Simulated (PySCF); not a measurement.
# Working with the constants of BiPb⁺

UHF-CCSD(T) constants of BiPb⁺, ³Σ⁻ (triplet), unpaired electrons π ↑↑ (Bi cc-pVDZ-PP with ECP60, Pb cc-pVDZ-PP with ECP60; scalar-relativistic core potentials (PySCF 2.14); masses 208.9804 and 207.9766 u):

| Quantity | Value |
| --- | --- |
| ωe | 126.3 cm⁻¹ |
| ωexe | 0.221 cm⁻¹ |
| Be | 0.018045 cm⁻¹ |
| αe | 3.92e-05 cm⁻¹ |

Problem. What force constant and bond length do these constants imply?

Solution. Reduced mass μred = 104.24 u; k = 5.8918×10⁻⁷·μred·ωe² (u, cm⁻¹, mdyn/Å) = 0.980 mdyn/Å; Re = √(16.8576/(μred·Be)) (u, cm⁻¹, Å) = 2.994 Å.

Problem. Estimate the centrifugal constant D from the Kratzer relation and find the Dunham coefficient a1.

Solution. D = 4Be³/ωe² = 1.47e-09 cm⁻¹; a1 = −1 − αeωe/(6Be²) = -3.53.

Correlated steps freeze 8 core orbitals. Spin–orbit coupling is left out, which matters for elements this heavy, above all for dissociation energies. The state is the lowest determinant that a PBE0 search found; another state may lie lower at other levels.
